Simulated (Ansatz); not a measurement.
Ansatz (a program for electronic structure) was given this input:
Ansatz 0.2 input:
```yaml
crystal:
  periodic: [false, false, false]
  atoms:
    - {symbol: N, position_ang: [-0.00151377, 0.00360521, 0.12945433]}
    - {symbol: H, position_ang: [0.00684846, 0.81704990, -0.47617765]}
    - {symbol: H, position_ang: [0.00374795, -0.84228634, -0.43000263]}
basis:
  gaussian:
    orbitals: cc-pVDZ
hamiltonian:
  xc: pbe0
magnetization: {spin_polarized: true, initial_magnetization: 1}
```

What does this run give for the total energy, number of basis functions?


* **total energy**: -55.8090 Eh
* **number of basis functions**: 24
